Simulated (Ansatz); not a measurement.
Reaction (silylene loss): `FC[SiH](F)[SiH3]` → `FC[SiH2]F` + `[SiH2]`

Isolated molecules relaxed with PBE0-D4/def2-TZVP in Ansatz; ΔE leaves out vibrations. CCSD(T)/CBS adds triple-zeta CCSD(T) − MP2 to the extrapolated MP2 energy (def2 sets, frozen cores). This one scheme is used for every species. Functionals use def2-TZVPP. Each species was taken in one conformer, which may not be the lowest.

```csv
level,ΔE (kcal/mol),difference from CCSD(T)/CBS
BLYP-D4,52.9,-2.1
B97M-V,55.2,0.2
r2SCANh-D4,60.9,5.9
BLYP,49.1,-5.9
r2SCAN,60.4,5.4
r2SCANh,60.3,5.3
r2SCAN0,60.1,5.1
BHLYP,53.1,-1.9
CAM-B3LYP,53.9,-1.1
LC-ωPBE,60.2,5.2
RPA@PBE/def2-TZVPP,48.9,-6.1
MP2/def2-SVP,55.2,0.2
CCSD/def2-SVP,50.6,-4.4
HF/def2-TZVPP,48.6,-6.4
MP2/def2-QZVPP,57.4,2.4
SCS-MP2/def2-QZVPP,54.5,-0.5
CCSD(T)/CBS,55.0,0
```

(1) What do rigid-rotor, harmonic-oscillator terms from PBE0-D4/def2-TZVP frequencies (298.15 K, 1 bar) make of the CCSD(T)/CBS value? (Best estimate.)

Largest T1 diagnostic among the species: 0.014.

## Answers

(1) Ansatz gave: ΔZPE = -3.2 kcal/mol, ΔH = +52.4 kcal/mol, ΔS = 141 J/(mol·K), ΔG = +42.4 kcal/mol. Modes under 50 cm⁻¹ make the entropy rough.

The D4 term adds +3.1 kcal/mol with B3LYP and +1.7 kcal/mol with PBE0; it sums over pairs of atoms, weighted by their polarisabilities, and B3LYP, whose exchange is more repulsive, gets the larger term. Leaving LDA and LC-ωPBE aside and taking each functional with its dispersion term where it has one, the values, not all of them listed here, spread over 8.0 kcal/mol, from BLYP-D4 to r2SCAN-D4. LDA lies +7.4 kcal/mol from PBE without D4.

CCSD(T)/CBS has its own doubt, a few kJ/mol and more with outer-core shells, so smaller differences from it don't rank the levels.

B3LYP here is the variant with VWN-RPA as its local correlation; programs differ in this.
